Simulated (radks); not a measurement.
The numbers below are computed, except where a source is named.
All-electron atom: Cd14+ in [Ar] 3d10 4s2 4p4.

Level of theory: non-relativistic Kohn-Sham, B86b exchange with PBE correlation, spin-unpolarised, spherical densities, point nucleus; relativity is left out, which matters for an element this heavy (a radial shooting solver on a logarithmic mesh with Libxc functionals).

Energy parts (eV):
part                       energy
total                 -146882.854
kinetic                146836.505
electron-nucleus      -338129.474
Hartree                 48213.626
exchange-correlation    -3803.511

Orbitals (lengths in bohr, moments of r in powers of bohr; r(max) is where P^2 peaks):
orbital  occ.  eigenvalue (eV)   r(max)  <1/r>      <r>
1s          2        -25987.57  0.02099  47.48  0.03171
2s          2        -4061.452   0.1164  10.82   0.1373
2p          6        -3809.609  0.09125  10.83   0.1172
3s          2        -1012.933   0.3348  3.894   0.3687
3p          6        -910.7502   0.3211  3.816   0.3598
3d         10        -722.6741   0.2643  3.675   0.3301
4s          2        -382.1714   0.7798  1.694   0.8190
4p          4        -345.4728   0.7973  1.624   0.8420

The highest occupied level is 4p at -345.47 eV. Virial ratio -V/T = 2.00032.
